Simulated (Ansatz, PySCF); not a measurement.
Al(F)(OMe)2 (C2H6AlFO2), SMILES C[O][Al]([F])[O]C. Atoms are numbered in the order given.

```xyz
12

Al     0.2260     0.2522     0.2620
F      0.7788     1.6043     1.0414
O     -1.0105     0.3605    -0.8694
C     -1.8319     1.3202    -1.4482
H     -1.6393     2.3394    -1.0664
H     -1.6917     1.3416    -2.5433
H     -2.8945     1.0873    -1.2580
O      0.9369    -1.2191     0.6376
C      0.8151    -2.5527     0.2665
H      0.0405    -2.7167    -0.5049
H      1.7721    -2.9314    -0.1333
H      0.5551    -3.1754     1.1405
```
Charge 0, spin multiplicity 1.

Geometry: PBE0-D3(BJ)/def2-SVP. The structure was generated by enumeration; whether it is a known compound was not checked. The values are those of a single conformer.

Two levels are set side by side: PBE-D3(BJ)/def2-SVP (Ansatz, a program for electronic structure) and PBE0-D3(BJ)/def2-SVP (Ansatz). Each level has its own optimised geometry; the coordinates shown are those of the second. Frequencies come from the Hessian of PySCF at each geometry. Differences are taken from unrounded values.

```json
[
 {"quantity": "mean bond length (Å)", "PBE0-D3(BJ)": "1.311"},
 {"quantity": "bond Al1–F2 (Å)", "PBE0-D3(BJ)": "1.656"},
 {"quantity": "bond Al1–O3 (Å)", "PBE0-D3(BJ)": "1.680"},
 {"quantity": "bond Al1–O8 (Å)", "PBE0-D3(BJ)": "1.677"},
 {"quantity": "bond O3–C4 (Å)", "PBE0-D3(BJ)": "1.390"},
 {"quantity": "bond O8–C9 (Å)", "PBE0-D3(BJ)": "1.390"},
 {"quantity": "bond C4–H5 (Å)", "PBE0-D3(BJ)": "1.105"},
 {"quantity": "bond C4–H6 (Å)", "PBE0-D3(BJ)": "1.104"},
 {"quantity": "bond C4–H7 (Å)", "PBE0-D3(BJ)": "1.104"},
 {"quantity": "bond C9–H10 (Å)", "PBE0-D3(BJ)": "1.105"},
 {"quantity": "bond C9–H11 (Å)", "PBE0-D3(BJ)": "1.104"},
 {"quantity": "bond C9–H12 (Å)", "PBE0-D3(BJ)": "1.104"},
 {"quantity": "highest harmonic wavenumber (cm⁻¹)", "PBE0-D3(BJ)": "3102"},
 {"quantity": "mean harmonic wavenumber (cm⁻¹)", "PBE0-D3(BJ)": "1276"},
 {"quantity": "zero-point energy (kcal/mol)", "PBE0-D3(BJ)": "54.74"}
]
```

Problem. What does PBE-D3(BJ) give, and how far is it from PBE0-D3(BJ)? (Estimate from the structure and the level; the computed values follow.)

Solution. 
```json
[
 {"quantity": "mean bond length (Å)", "PBE-D3(BJ)": "1.323", "PBE-D3(BJ) minus PBE0-D3(BJ)": "0.012"},
 {"quantity": "bond Al1–F2 (Å)", "PBE-D3(BJ)": "1.670", "PBE-D3(BJ) minus PBE0-D3(BJ)": "0.014"},
 {"quantity": "bond Al1–O3 (Å)", "PBE-D3(BJ)": "1.698", "PBE-D3(BJ) minus PBE0-D3(BJ)": "0.019"},
 {"quantity": "bond Al1–O8 (Å)", "PBE-D3(BJ)": "1.696", "PBE-D3(BJ) minus PBE0-D3(BJ)": "0.019"},
 {"quantity": "bond O3–C4 (Å)", "PBE-D3(BJ)": "1.404", "PBE-D3(BJ) minus PBE0-D3(BJ)": "0.015"},
 {"quantity": "bond O8–C9 (Å)", "PBE-D3(BJ)": "1.405", "PBE-D3(BJ) minus PBE0-D3(BJ)": "0.015"},
 {"quantity": "bond C4–H5 (Å)", "PBE-D3(BJ)": "1.114", "PBE-D3(BJ) minus PBE0-D3(BJ)": "0.009"},
 {"quantity": "bond C4–H6 (Å)", "PBE-D3(BJ)": "1.113", "PBE-D3(BJ) minus PBE0-D3(BJ)": "0.009"},
 {"quantity": "bond C4–H7 (Å)", "PBE-D3(BJ)": "1.113", "PBE-D3(BJ) minus PBE0-D3(BJ)": "0.009"},
 {"quantity": "bond C9–H10 (Å)", "PBE-D3(BJ)": "1.114", "PBE-D3(BJ) minus PBE0-D3(BJ)": "0.009"},
 {"quantity": "bond C9–H11 (Å)", "PBE-D3(BJ)": "1.113", "PBE-D3(BJ) minus PBE0-D3(BJ)": "0.009"},
 {"quantity": "bond C9–H12 (Å)", "PBE-D3(BJ)": "1.113", "PBE-D3(BJ) minus PBE0-D3(BJ)": "0.009"},
 {"quantity": "highest harmonic wavenumber (cm⁻¹)", "PBE-D3(BJ)": "2998", "PBE-D3(BJ) minus PBE0-D3(BJ)": "-103"},
 {"quantity": "mean harmonic wavenumber (cm⁻¹)", "PBE-D3(BJ)": "1231", "PBE-D3(BJ) minus PBE0-D3(BJ)": "-45"},
 {"quantity": "zero-point energy (kcal/mol)", "PBE-D3(BJ)": "52.80", "PBE-D3(BJ) minus PBE0-D3(BJ)": "-1.93"}
]
```

Exact exchange shortens and stiffens bonds; PBE has none. Differences between two approximate levels are no errors against the true value.
